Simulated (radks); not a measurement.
Values are calculated unless marked as measured or tabulated.
Ho4.5+, configuration [Kr] 4d10 4f(up 5, down 5) 5p6 5s(up 0.5, down 0) (fractional occupations, a model configuration). Level of theory: scalar-relativistic Kohn-Sham, r2SCAN, spin-polarised, spherical densities, finite nucleus; meta-GGA in the generalised Kohn-Sham scheme; Fermi nuclear charge, rms radius 5.2022 fm (a radial shooting solver on a logarithmic mesh with Libxc functionals).

X-ray form factor f0, the Fourier transform of the density (f0(0) = 62.5):

| sin(theta)/lambda (1/angstrom) | f0 (electrons) |
|---|---|
| 0.05 | 61.971 |
| 0.1 | 60.454 |
| 0.15 | 58.141 |
| 0.2 | 55.292 |
| 0.25 | 52.172 |
| 0.3 | 49.004 |
| 0.4 | 43.074 |
| 0.5 | 38.004 |
| 0.6 | 33.729 |
| 0.8 | 26.962 |
| 1 | 22.130 |
| 1.25 | 18.264 |
| 1.5 | 15.852 |
| 2 | 12.345 |
